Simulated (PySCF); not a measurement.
PySCF input file for Hf(OH)2(H)2 (H4HfO2), SMILES [OH][HfH2][OH], multiplicity 1, PBE0-D3(BJ)/def2-TZVP. Geometry: PBE0-D3(BJ)/def2-TZVP. The multiplicity is an assumed one; other spin states were not compared. The def2 effective core potentials stand for the cores of Hf; spin–orbit coupling is left out. One conformer was computed; it need not be the lowest.

```python
import numpy as np
from pyscf import gto, scf, dft, df
from pyscf.hessian import thermo

mol = gto.M(
    atom='''
    Hf   -0.00000000    0.00000000   -0.18648655
    O    -1.62581815   -0.00000000    0.80791874
    H    -2.27485380   -0.00000000    1.50461769
    O     1.62581816   -0.00000000    0.80791874
    H     2.27485380    0.00000000    1.50461767
    H    -0.00000001    1.52935717   -1.25445198
    H     0.00000000   -1.52935718   -1.25445199
    ''',
    basis='def2-TZVP',
    ecp={'Hf': 'def2-tzvp'},
    charge=0,
    spin=0,
    max_memory=1600,
    verbose=3,
)
mf = dft.RKS(mol, xc='pbe0').density_fit(auxbasis='def2-universal-jkfit')
mf.disp = 'd3bj'
mf.grids.level = 3
mf.conv_tol = 1e-11
mf.max_cycle = 100
mf.kernel()

# [left out here: the lines that compute and print the analytic Hessian (its translational invariance restored by hand, since the grid's response is missing), thermochemistry and intensities]
```

It prints:

```
converged SCF energy = -200.866594625154

WARN: DFTD3 does not support analytical Hessian, using finite difference


WARN: Mole.unit (angstrom) is changed to Bohr

Mode                                 0                   1                   2
Irrep
Freq [cm^-1]                      152.4485            250.4874            263.9038
Reduced mass [au]                   4.0321              1.1485              1.0204
Force const [Dyne/A]                0.0552              0.0425              0.0419
Char temp [K]                     219.3395            360.3956            379.6988
Normal mode                   x     y     z       x     y     z       x     y     z
       0  Hf                 0.00 -0.00  0.02   -0.00  0.00  0.00   -0.00 -0.01 -0.00
       1   O                -0.09  0.00 -0.12    0.05  0.00  0.04    0.00 -0.01  0.00
       2   H                -0.22  0.00 -0.23   -0.48 -0.00 -0.45   -0.00  0.56 -0.00
       3   O                 0.09  0.00 -0.12    0.05  0.00 -0.04    0.00 -0.01  0.00
       4   H                 0.22  0.00 -0.23   -0.48 -0.00  0.45   -0.00  0.56  0.00
       5   H                 0.00 -0.03 -0.00   -0.02 -0.00  0.00    0.00  0.22  0.35
       6   H                 0.00  0.03 -0.00   -0.02 -0.00  0.00   -0.00  0.22 -0.35
Mode                                 3                   4                   5
Irrep
Freq [cm^-1]                      288.7847            326.7678            351.3820
Reduced mass [au]                   1.1229              1.4339              1.2650
Force const [Dyne/A]                0.0552              0.0902              0.0920
Char temp [K]                     415.4970            470.1460            505.5604
Normal mode                   x     y     z       x     y     z       x     y     z
       0  Hf                 0.00 -0.00  0.00    0.00 -0.02 -0.00    0.00 -0.00  0.00
       1   O                -0.00 -0.06 -0.00    0.00  0.09  0.00   -0.06  0.00 -0.05
       2   H                 0.00  0.66  0.00   -0.00 -0.34 -0.00    0.45 -0.00  0.43
       3   O                -0.00  0.06  0.00   -0.00  0.09  0.00    0.06  0.00 -0.05
       4   H                 0.00 -0.66 -0.00    0.00 -0.34 -0.00   -0.45 -0.00  0.43
       5   H                -0.00  0.00  0.00   -0.00  0.24  0.41    0.00  0.00  0.02
       6   H                 0.00  0.00 -0.00    0.00  0.24 -0.41    0.00 -0.00  0.02
Mode                                 6                   7                   8
Irrep
Freq [cm^-1]                      526.4335            534.2803            617.3068
Reduced mass [au]                   1.2031              1.0500              1.1193
Force const [Dyne/A]                0.1964              0.1766              0.2513
Char temp [K]                     757.4206            768.7104            888.1670
Normal mode                   x     y     z       x     y     z       x     y     z
       0  Hf                 0.00  0.00 -0.00    0.00 -0.00  0.00   -0.00  0.00 -0.00
       1   O                -0.05  0.00  0.06   -0.00 -0.04  0.00   -0.04 -0.00  0.04
       2   H                -0.06  0.00  0.04   -0.00 -0.05  0.00   -0.04 -0.00  0.04
       3   O                -0.05 -0.00 -0.06   -0.00  0.04 -0.00    0.04 -0.00  0.04
       4   H                -0.06 -0.00 -0.04   -0.00  0.05 -0.00    0.04 -0.00  0.04
       5   H                 0.64 -0.00 -0.00    0.69 -0.00  0.00   -0.00 -0.40 -0.53
       6   H                 0.64  0.00 -0.00   -0.69 -0.00  0.00   -0.00  0.40 -0.53
Mode                                 9                  10                  11
Irrep
Freq [cm^-1]                      721.7458            730.8967           1677.7406
Reduced mass [au]                   4.0707              4.7165              1.0176
Force const [Dyne/A]                1.2494              1.4845              1.6877
Char temp [K]                    1038.4315           1051.5976           2413.8951
Normal mode                   x     y     z       x     y     z       x     y     z
       0  Hf                -0.03 -0.00  0.00   -0.00 -0.00 -0.02   -0.00  0.01 -0.00
       1   O                 0.12 -0.00 -0.07   -0.13  0.00  0.09    0.00 -0.00 -0.00
       2   H                 0.16  0.00 -0.05   -0.16  0.00  0.07    0.00  0.00 -0.00
       3   O                 0.12  0.00  0.07    0.13  0.00  0.09   -0.00 -0.00 -0.00
       4   H                 0.16 -0.00  0.05    0.16  0.00  0.07   -0.00  0.00 -0.00
       5   H                 0.27 -0.00 -0.00    0.00  0.13  0.19    0.00 -0.59  0.38
       6   H                 0.27  0.00 -0.00    0.00 -0.13  0.19    0.00 -0.59 -0.38
Mode                                12                  13                  14
Irrep
Freq [cm^-1]                     1712.1074           4008.5330           4011.5265
Reduced mass [au]                   1.0124              1.0690              1.0701
Force const [Dyne/A]                1.7484             10.1205             10.1459
Char temp [K]                    2463.3414           5767.3865           5771.6935
Normal mode                   x     y     z       x     y     z       x     y     z
       0  Hf                 0.00 -0.00 -0.00    0.00 -0.00 -0.00   -0.00  0.00 -0.00
       1   O                 0.01 -0.00 -0.00   -0.03  0.00  0.03   -0.03  0.00  0.03
       2   H                 0.01 -0.00 -0.01    0.47 -0.00 -0.50    0.47 -0.00 -0.50
       3   O                -0.01 -0.00 -0.00   -0.03  0.00 -0.03    0.03  0.00  0.03
       4   H                -0.01 -0.00 -0.01    0.47 -0.00  0.50   -0.47 -0.00 -0.50
       5   H                 0.00 -0.57  0.41   -0.00  0.00 -0.00    0.00  0.00 -0.00
       6   H                 0.00  0.57  0.41   -0.00 -0.00 -0.00    0.00 -0.00 -0.00
temperature 298.1500 [K]
pressure 101325.00 [Pa]
Rotational constants [GHz] 12.85252 5.06758 3.89897
Symmetry number 2
Zero-point energy (ZPE) 0.03685 [Eh]   96744.065 [J/mol]
                           tot       elec      trans        rot        vib
Entropy [J/mol/K]       323.615      0.000    175.699     97.380     50.536
Cv [J/mol/K]             88.896      0.000     12.472     12.472     63.953
Cp [J/mol/K]             97.211      0.000     20.786     12.472     63.953
Internal energy [J/mol]                      3718.434   3718.434 106036.534
Internal energy [Eh]   -200.82337  -200.86659
Enthalpy [J/mol]                             6197.391   3718.434 106036.534
Enthalpy [Eh]          -200.82243
Gibbs free energy [J/mol]                  -46187.230 -25315.405  90969.263
Gibbs free energy [Eh] -200.85918
mode   freq/cm-1   IR/(km/mol)
   1      152.45         0.065
   2      250.49       198.521
   3      263.90        82.267
   4      288.78         0.000
   5      326.77       235.205
   6      351.38       119.967
   7      526.43        68.866
   8      534.28         0.000
   9      617.31        80.550
  10      721.75       285.745
  11      730.90       163.411
  12     1677.74       480.232
  13     1712.11       239.425
  14     4008.53       275.152
  15     4011.53       217.168
max |gradient| / (hartree/bohr): 8.316379362728119e-05
APT charges: [ 2.028  -0.9812  0.3812 -0.9812  0.3812 -0.414  -0.414 ]
```

The calculation finished and met its thresholds.

Cost: around 90 core-seconds (rough).
